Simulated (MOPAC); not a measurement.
MOPAC input (MNDO):

```
MNDO PRECISE GNORM=0.05 LET XYZ UHF MS=0.5 GEO-OK AUX(PRECISION=9) THREADS=1
C2H4BO2

C    -1.72215800 1   -0.62157900 1   -0.71721600 1
C    -0.96812200 1   -0.43869100 1    0.36441200 1
B     0.47176700 1    0.16579000 1    0.23504400 1
O     1.19313100 1    0.33036100 1    1.35916300 1
O     0.97611800 1    0.51516300 1   -0.99384300 1
H    -1.36539300 1   -0.36046600 1   -1.70667100 1
H    -2.72184500 1   -1.03818500 1   -0.65383200 1
H    -1.35228200 1   -0.70953100 1    1.34107200 1
H     1.86837200 1    0.87666000 1   -0.96152400 1
```

From the output:

```
                                                       MOPAC v23.2.5 Linux

          FINAL HEAT OF FORMATION =        -92.34829 KCAL/MOL =    -386.38526 KJ/MOL

          COSMO AREA              =        109.52 SQUARE ANGSTROMS
          COSMO VOLUME            =         93.10 CUBIC ANGSTROMS

          GRADIENT NORM           =          0.03029          =       0.01010 PER ATOM
          IONIZATION POTENTIAL    =         10.296685 EV
          ALPHA SOMO LUMO (EV)    =        -10.337  0.581
          BETA  SOMO LUMO (EV)    =        -10.297 -1.089
          NO. OF ALPHA ELECTRONS  =         14
          NO. OF BETA  ELECTRONS  =         13
          MOLECULAR WEIGHT        =         70.8624         POINT GROUP:  Cs

          MOLECULAR DIMENSIONS (Angstroms)

            Atom       Atom       Distance
            H     9    H     7     5.09531
            H     6    O     4     3.35286
            B     3    O     5     0.00002

          SCF CALCULATIONS        =         30

   ATOM   CHEMICAL          X               Y               Z
  NUMBER   SYMBOL      (ANGSTROMS)     (ANGSTROMS)     (ANGSTROMS)

     1       C         -1.78271905  *  -0.64577185  *  -0.72238294  *
     2       C         -0.94730014  *  -0.42349343  *   0.30710085  *
     3       B          0.48023831  *   0.16913035  *   0.23598893  *
     4       O          1.19628649  *   0.33013873  *   1.37219774  *
     5       O          1.03513926  *   0.53510333  *  -0.95749546  *
     6       H         -1.55841161  *  -0.43255105  *  -1.76626145  *
     7       H         -2.77754591  *  -1.06999674  *  -0.57632017  *
     8       H         -1.28430310  *  -0.67910267  *   1.31875099  *
     9       H          1.91082672  *   0.89168040  *  -0.94128937  *

                             CARTESIAN COORDINATES

   1    C       -1.782719049    -0.645771854    -0.722382942
   2    C       -0.947300144    -0.423493434     0.307100854
   3    B        0.480238307     0.169130346     0.235988925
   4    O        1.196286485     0.330138728     1.372197738
   5    O        1.035139256     0.535103333    -0.957495455
   6    H       -1.558411614    -0.432551051    -1.766261450
   7    H       -2.777545908    -1.069996742    -0.576320175
   8    H       -1.284303103    -0.679102667     1.318750987
   9    H        1.910826717     0.891680400    -0.941289373

           Empirical Formula: C2 H4 O2 B  =     9 atoms

      MOLECULAR POINT GROUP   :   Cs

          ALPHA EIGENVALUES
 -42.59909 -40.33640 -35.72699 -23.78577 -20.80987 -18.04861 -16.57098 -15.39158
 -15.38382 -14.02731 -13.68777 -12.81138 -12.37370 -10.33716   0.58112   2.41103
   2.90561   3.95089   4.77597   4.93094   5.39316   6.23235   6.92173   7.97906

           BETA EIGENVALUES
 -42.05814 -37.68053 -35.61362 -23.62878 -20.68865 -17.33104 -15.75751 -15.04542
 -15.00841 -13.49971 -12.54280 -12.32612 -10.29669  -1.08892   0.48279   2.65803
   3.02385   4.00631   4.80965   4.99891   5.42901   6.24803   7.29252   8.25046

              NET ATOMIC CHARGES AND DIPOLE CONTRIBUTIONS

  ATOM NO.   TYPE          CHARGE      No. of ELECS.   s-Pop       p-Pop
    1          C           0.009322        3.9907     1.23524     2.75544
    2          C          -0.093167        4.0932     1.20778     2.88539
    3          B           0.045909        2.9541     1.10524     1.84885
    4          O          -0.067227        6.0672     1.88511     4.18212
    5          O          -0.234556        6.2346     1.76490     4.46965
    6          H           0.050032        0.9500     0.94997
    7          H           0.035901        0.9641     0.96410
    8          H           0.048022        0.9520     0.95198
    9          H           0.205765        0.7942     0.79424
 DIPOLE           X         Y         Z       TOTAL
 POINT-CHG.    -0.364    -0.075    -0.632     0.733
 HYBRID         0.424     0.164     0.082     0.462
 SUM            0.060     0.089    -0.550     0.561

          ATOMIC ORBITAL ELECTRON POPULATIONS

     Atom    s        px        py        pz
    1  C   1.23524   0.91573   0.91150   0.92821
    2  C   1.20778   0.92968   1.02096   0.93475
    3  B   1.10524   0.71879   0.48963   0.64043
    4  O   1.88511   1.21352   1.68465   1.28395
    5  O   1.76490   1.30775   1.70817   1.45373
    6  H   0.94997
    7  H   0.96410
    8  H   0.95198
    9  H   0.79424

                    (SZ)    =    0.500000
                    (S**2)  =    0.772007

          ATOMIC ORBITAL SPIN POPULATIONS

    Atom   Total    s     px     py     pz
         Atomic
    1  C -0.1588 -0.008 -0.026 -0.115 -0.010
    2  C  0.1913  0.016  0.052  0.111  0.012
    3  B -0.0721 -0.014 -0.024 -0.016 -0.018
    4  O  0.9885  0.012  0.568  0.154  0.255
    5  O  0.0435  0.001  0.002  0.000  0.041
    6  H  0.0080  0.008
    7  H  0.0106  0.011
    8  H -0.0098 -0.010
    9  H -0.0013 -0.001

 **********************
 *                    *
 * JOB ENDED NORMALLY *
 *                    *
 **********************

 == MOPAC DONE ==
```

The geometry given is a B3LYP-D3(BJ)/def2-TZVP minimum.
